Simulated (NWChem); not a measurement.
**Basis-set convergence for H₂AlCl**

SMILES: [AlH2][Cl]
```xyz
4

Al     0.0000     0.0000    -1.0738
H     -1.4007     0.0000    -1.8030
H      1.4007     0.0000    -1.8030
Cl     0.0000     0.0000     1.0333
```
Charge 0, spin multiplicity 1.

All runs are NWChem calculations. All single points use one geometry, from PBE0/def2-SVP, a minimum by its harmonic frequencies.

Quantity: first vertical ionisation energy at the level G0W0@PBE.

GW and range-separated runs recompute their integrals, the others keep them in memory, which bears on the times. The structure started from a generated list of species.

Problem. In def2-QZVP the value is 10.81 eV. Among def2-SVP, def2-SVPD, def2-TZVPP, which is the smallest basis within 0.2 eV of it?

Solution. def2-TZVPP, with 112 functions against 200 and about 10 % of the time. def2-QZVP isn't the basis-set limit itself, and a small set can land close by cancellation.

| basis | functions | first vertical ionisation energy (eV) |
|---|---|---|
| def2-SVP | 46 | 10.25 |
| def2-SVPD | 67 | 10.37 |
| def2-TZVPP | 112 | 10.68 |
| def2-QZVP | 200 | 10.81 |
